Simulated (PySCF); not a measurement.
**Working out the excitation energy of As**

As [Ar] 3d10 4s2 4p3 (4S) → As [Ar] 3d10 4s1 4p3 4d1 (6D). All numbers are calculated (PySCF 2.14, a scalar-relativistic core potential, in aug-cc-pVTZ-PP with ECP10MDF (6s5p4d2f, 55 functions)). Frozen: 3s2 3p6 3d10. Energies in hartree (1 hartree = 27.21139 eV):

| part | As (lower) | As (upper) |
| --- | --- | --- |
| UHF | -331.210176 | -330.730263 |
| MP2 opposite-spin | -0.052762 | 0.000000 |
| MP2 same-spin | -0.019585 | -0.025219 |

What does Hartree-Fock give?

(-330.730263) − (-331.210176) = 0.479913 hartree = 13.059 eV.

What do MP2 and SCS-MP2 (6/5 opposite-spin, 1/3 same-spin) give?

The opposite-spin parts differ by 1.436 eV and the same-spin parts by -0.153 eV. MP2: 13.059 + (1.436) + (-0.153) = 14.342 eV. SCS-MP2: 13.059 + 1.2 × (1.436) + (-0.153)/3 = 14.731 eV.

The upper state lies above the first ionisation limit, but in LS coupling its spin forbids autoionisation to the ground ion.
